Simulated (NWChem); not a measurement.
Molecule: C₂H₅NOSi; SMILES N(=C\C=O)/[SiH3]

```xyz
10

O      0.3243     2.9500     0.0000
C     -0.3484     1.9415     0.0000
C      0.2556     0.5650     0.0000
N     -0.5096    -0.4494     0.0000
Si     0.0402    -2.1312     0.0000
H     -1.4577     1.9487     0.0000
H      1.3591     0.5567     0.0000
H     -1.1519    -3.0087     0.0000
H      0.8552    -2.4054     1.2154
H      0.8552    -2.4054    -1.2154
```
Atoms are numbered in this order, from 1.

This is a stationary point of B3LYP/6-31G* (spherical d) (NWChem), point group Cs. B3LYP is NWChem's, with the RPA form of VWN correlation.

**Question.** Is it a minimum? If not, what does it relax to?

**Answer.** No. It has an imaginary frequency of 168i cm⁻¹. Following that mode (on a finer grid) lowers the energy by 1.8 kcal/mol and ends, with real frequencies alone, at point group Cs:
```xyz
10

O      0.2492     2.9319     0.3173
C     -0.3194     1.9335    -0.0691
C      0.2244     0.5517     0.1639
N     -0.4198    -0.4558    -0.2666
Si     0.0870    -2.1333    -0.0723
H     -1.2806     1.9560    -0.6223
H      1.1803     0.5224     0.7136
H     -0.9888    -2.8378     0.6669
H      1.3785    -2.2657     0.6652
H      0.2212    -2.7152    -1.4302
```
